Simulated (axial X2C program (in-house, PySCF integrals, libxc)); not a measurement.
Which molecule gave these maps?

PBE0 fields computed with an in-house all-electron X2C program for linear molecules (integrals from PySCF), scalar-relativistic, near the equilibrium distance, one atom at z = 0.

The maps cover the half plane through the axis: z from -2.4 to 4.5 Å along the bond, ρ from 0.15 to 2.25 Å away from it (steps of 0.3 Å, the bottom row nearest the axis).

log10 of the density in e/bohr³:

digits 0 to 9 span -4.95 to 1.83 evenly
```
001122222222222222211000
011223333333333332221100
112233444444444333332210
122334444444444444433211
123344555555555555443321
223445566655555555544321
233455677765556665554322
233455789876667886554332
```

Electron localisation function (collinear form, no current term, damped to 0 at low density):

digits 0 to 9 span 0.00 to 1.00 evenly
```
000000112221110000000000
000012344443322111100000
000245666655543344431000
002467776666655667764100
014677654456776788887410
025787422236775469998730
036775267624760204999850
146873457543734780999861
```

Question: Which molecule is it?
A. TeP⁺
B. MoS
C. LiIn⁻
D. Na₂

Answer: A. TeP⁺, with Te at z = 0 and P at z = 2.166 Å, state M_S = 0, Λ = 0 (closed shell), basis Te dyall-cv3z [11s12p8d4f1g], P dyall-v3z [8s7p2d1f] (cores contracted in-house). The state is a single determinant with fixed occupations, the lowest that a limited PBE0 search found.
